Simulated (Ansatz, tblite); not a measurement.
Forces on Cu(PH3)(NH2) (CuPNH₅) at its PBE-D4/def2-TZVP geometry. Charge 0, multiplicity 1.

The xTB rows come from tblite.

GFN1-xTB (tblite), largest force 1.89 eV/Å:

```xyz
8
positions Å, forces eV/Å
Cu    0.203   -0.440    0.252    0.198   -0.237    0.170
P    -0.325    1.416   -0.671   -0.460    1.636   -0.825
H    -0.663    1.411   -2.053    0.179    0.184    0.883
H     0.541    2.549   -0.711   -0.679   -0.590   -0.079
H    -1.482    2.104   -0.209    0.756   -0.303   -0.418
N     0.752   -1.985    1.056   -0.807   -0.635   -0.053
H     0.220   -2.248    1.888    0.546   -0.174   -0.217
H     0.754   -2.808    0.449    0.266    0.120    0.540
```

GFN2-xTB (tblite), largest force 0.92 eV/Å:

```
Cu 0.272 -0.167 0.170
P -0.327 0.745 -0.432
H 0.150 0.187 0.703
H -0.562 -0.526 -0.050
H 0.614 -0.205 -0.349
N -0.550 -0.160 -0.142
H 0.283 -0.023 -0.171
H 0.120 0.150 0.271
```

r2SCAN0-D4/def2-TZVP (Ansatz), largest force 0.69 eV/Å:

```
Cu 0.087 -0.041 0.049
P -0.202 0.586 -0.307
H 0.090 -0.023 0.370
H -0.221 -0.381 0.043
H 0.304 -0.205 -0.110
N -0.369 -0.461 0.043
H 0.312 0.097 -0.467
H -0.001 0.427 0.379
```
